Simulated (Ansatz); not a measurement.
System: C₂H₈BNO₂ (charge 0, singlet). SMILES: CN(C)B(O)O
Geometry from a B3LYP-D3(BJ)/def2-TZVP (Ansatz, a first-principles code) optimisation:
```
N
B 1 1.4090
O 2 1.3872 1 118.49
H 3 0.9588 2 115.24 1 180.00
O 2 1.3872 3 123.01 4 0.00
H 5 0.9588 2 115.24 3 0.00
C 1 1.4480 2 122.86 3 0.00
H 7 1.0866 1 110.22 2 0.00
H 7 1.0968 8 108.53 1 -121.76
H 7 1.0968 8 108.53 9 -116.48
C 1 1.4480 2 122.86 3 180.00
H 11 1.0866 1 110.22 2 0.00
H 11 1.0968 12 108.53 1 -121.76
H 11 1.0968 12 108.53 13 -116.48
```

Atomisation energy built up term by term with Ansatz (kcal/mol; UHF references for open shells; valence terms freeze the core; atomic spin-orbit terms are left out). CBS(X,Y): correlation extrapolated as X^-3; Hartree-Fock from the larger set.

```json
[
 {"term": "Hartree-Fock", "basis": "cc-pVQZ", "kcal/mol": "991.44"},
 {"term": "CCSD correlation", "basis": "CBS(cc-pVTZ,cc-pVQZ)", "kcal/mol": "348.64"},
 {"term": "(T)", "basis": "CBS(cc-pVTZ,cc-pVQZ)", "kcal/mol": "21.95"},
 {"term": "core correlation", "basis": "cc-pwCVTZ", "kcal/mol": "5.27"},
 {"term": "scalar relativity (X2C)", "basis": "cc-pVTZ-DK against cc-pVTZ", "kcal/mol": "-1.35"},
 {"term": "sum: De", "basis": "", "kcal/mol": "1366.0"}
]
```

(T) makes 1.6 % of the CCSD(T) atomisation energy; under 5 % is typical of single-reference molecules.
